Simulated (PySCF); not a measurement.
C5H9F3O.
Z-matrix (Å and degrees, GFN2-xTB geometry), rows numbered from 1:
```
C 
O   1  1.4035
C   2  1.4105  1  113.02
C   3  1.5268  2  108.44  1  -177.77
C   4  1.5306  3  112.44  2    60.12
C   5  1.5145  4  113.25  3    76.43
F   6  1.3409  5  113.95  4   -69.73
F   6  1.3440  5  112.62  4    51.26
F   6  1.3446  5  111.40  4   170.40
H   1  1.0880  2  106.64  3   179.88
H   1  1.0972  2  111.26  3   -60.83
H   1  1.0970  2  111.14  3    60.49
H   3  1.1013  2  110.00  1    62.62
H   3  1.0994  2  110.05  1   -56.02
H   4  1.0901  3  108.06  2   -58.82
H   4  1.0906  3  109.36  2  -176.93
H   5  1.0912  4  110.28  3  -164.42
H   5  1.0909  4  109.47  3   -44.31
```

Computed with PySCF, TDDFT PBE0/def2-SVPD, vertical, gas phase, core orbitals frozen in the response.

Frontier orbitals with the atoms that hold most of them (Löwdin shares over 4%, at most four atoms; ? is withheld):

```
orbital  ε (eV)                             atoms
 LUMO+2    1.32  O2 13%, H13 12%, H18 11%, H16 9%
 LUMO+1    1.07     C1 17%, H17 9%, H15 9%, C4 8%
   LUMO       ?                                 ?
   HOMO   -7.70                                 ?
 HOMO-1   -9.33     O2 46%, C3 14%, C1 10%, C4 7%
 HOMO-2  -10.05   C4 19%, C5 13%, H15 11%, C3 10%
 HOMO-3  -10.16    C4 20%, C3 18%, C5 14%, C1 10%
```

Problem. Give the leading atoms of the LUMO.

Solution. C1 (bonded to O and 3 H) 16%; C3 (bonded to C, O and 2 H) 11%; C4 (bonded to 2 C and 2 H) 8%; H13 (bonded to C) 8%. By element: carbon 35% or more, hydrogen 8% or more.

Problem. Which atoms hold the HOMO, and with what shares?

Solution. O2 (bonded to 2 C) 59%; C3 (bonded to C, O and 2 H) 10%; C1 (bonded to O and 3 H) 10%; H13 (bonded to C) 5%. By element: oxygen 59%, carbon 20% or more, hydrogen 5% or more.

Problem. What is the LUMO energy, and the HOMO–LUMO gap?

Solution. ε(LUMO) = 0.64 eV; the gap is 8.33 eV (0.3062 hartree).

Problem. How does S1 compare with the orbital gap of 8.33 eV?

Solution. S1 is at 7.10 eV (f = 0.023), 1.23 eV below the gap, made of HOMO→LUMO (93%). 

Problem. Give energy, strength and leading configuration of S1 and S2, and follow the Löwdin shares of the leading atoms from the occupied to the empty orbital.

Solution. 
- S1 (7.10 eV, f 0.023), HOMO→LUMO (93%): O2 59% → at most 8%, C3 10% → 11%, C1 10% → 16%
- S2 (7.73 eV, f 0.010), HOMO→LUMO+1 (89%): O2 59% → at most 9%, C3 10% → at most 9%, C1 10% → 17%, H17 at most 5% → 9%

One conformer stands for the species.
